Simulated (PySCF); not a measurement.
C5H5NO.
InChI=1S/C5H5NO/c1-6-5-2-3-7-4-5/h2-4H,1H2

A linear-response calculation (PySCF, def2-SVPD basis, gas phase, vertical, core orbitals frozen in the response) gave these numbers; the functional is withheld.

Orbital energies (eV): HOMO-3 -11.47, HOMO-2 -9.71, HOMO-1 -8.81, HOMO -7.84, LUMO 0.04, LUMO+1 1.37, LUMO+2 1.47.

```json
{"state": "S1", "E (eV)": "4.42", "f": "0.043", "main configurations (H = HOMO, L = LUMO)": "H→L (57%), H-1→L (26%), H-2→L (13%)"}
{"state": "S2", "E (eV)": "5.40", "f": "0.025", "main configurations (H = HOMO, L = LUMO)": "H-1→L (41%), H→L (40%), H-2→L (15%)"}
{"state": "S3", "E (eV)": "6.14", "f": "0.039", "main configurations (H = HOMO, L = LUMO)": "H→L+1 (77%), H-2→L (10%)"}
{"state": "S4", "E (eV)": "6.44", "f": "0.195", "main configurations (H = HOMO, L = LUMO)": "H-2→L (38%), H→L+2 (21%), H→L+1 (18%)"}
{"state": "S5", "E (eV)": "6.52", "f": "0.126", "main configurations (H = HOMO, L = LUMO)": "H→L+2 (66%), H-2→L (16%)"}
{"state": "S6", "E (eV)": "7.02", "f": "0.031", "main configurations (H = HOMO, L = LUMO)": "H→L+3 (70%), H-1→L+2 (11%)"}
```

Triplets (Tamm–Dancoff): T1 3.34 eV, H→L (76%), H-1→L (11%); T2 4.11 eV, H-1→L (31%), H→L+1 (29%), H-2→L (29%); T3 4.47 eV, H-2→L (39%), H→L+1 (30%), H-1→L+1 (11%); T4 5.24 eV, H-1→L+1 (38%), H-3→L (14%).

Vertical ionisation energy by ΔSCF with the same functional: 8.60 eV. Mean static polarisability: 68.3 au.

Task: Name the functional.
A. B3LYP
B. HF
C. PBE
D. CAM-B3LYP

Result: D. CAM-B3LYP is range-separated, 19% exact exchange at short range and 65% at long range (ω = 0.33 bohr⁻¹). In this run −ε(HOMO) = 7.84 eV differs from the ΔSCF value by -0.76 eV, and S1 differs from the orbital gap of 7.89 eV by -3.47 eV. The ratio −ε(HOMO)/IP is 0.91. Small neutral molecules mostly give 0.85 to 0.93 with CAM-B3LYP, 0.5 to 0.7 with PBE, 0.67 to 0.83 with B3LYP; Hartree–Fock can't fall below 1, since the ion's relaxation only lowers the ΔSCF value.

Method: TDDFT CAM-B3LYP/def2-SVPD, vertical, gas phase, core orbitals frozen in the response in PySCF 2.14.0, density-fitted response routines. Geometry: PBE0-D3(BJ)/def2-SVP, one conformer, isolated molecule.

The values belong to the conformer `[CH2:1]=[N:2][c:3]1[cH:4][cH:5][o:6][cH:7]1`: C1–N2–C3–C4 -143°.
